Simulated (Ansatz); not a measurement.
Stepwise reaction of `FC(F)(F)[O][SnH3]` with hydrogen fluoride, as a gas-phase model of exchange steps in deposition or etching. ΔE in kJ/mol.

Computed with Ansatz on PBE0-D4/def2-TZVP structures; ΔE is electronic, products minus reactants. CBS: MP2 limit from def2 TZ/QZ plus the TZ coupled-cluster correction, frozen cores. This one scheme is used for every species. Functionals use def2-TZVPP. B3LYP here is the variant with VWN-RPA as its local correlation; programs differ in this. def2 core potentials past Kr. For Sn outer-core shells are correlated without core-valence functions, which leaves a few kJ/mol of doubt a bond. Each species was taken in one conformer, which may not be the lowest.

```
step                                                        reaction  PBE-D4  B3LYP-D4  ωB97M-V  CCSD(T)/CBS
   2  `[F][SnH2][O]C(F)(F)F` + H–F → `[F][SnH]([F])[O]C(F)(F)F` + H₂   -25.0     -25.9    -24.2        -24.5
```

Question: Give the row of step 1, `FC(F)(F)[O][SnH3]` + H–F → `[F][SnH2][O]C(F)(F)F` + H₂. (An estimate is asked.)

Answer: The calculation gave: 
```
step                                                 reaction  PBE-D4  B3LYP-D4  ωB97M-V  CCSD(T)/CBS
   1  `FC(F)(F)[O][SnH3]` + H–F → `[F][SnH2][O]C(F)(F)F` + H₂   -37.2     -38.7    -35.2        -35.6
```

Question: By hand: ΔE of the 2 steps together at CCSD(T)/CBS.

Answer: (-35.6) + (-24.5) = -60.1 kJ/mol, or -30.1 kJ/mol a step.

In ΔE each step is higher than the one before. All are downhill at CCSD(T)/CBS. PBE-D4 differs from CCSD(T)/CBS by -1.6 to -0.5 kJ/mol a step. Isolated molecules leave out the surface, adducts and barriers. Largest T1 diagnostic: 0.014.
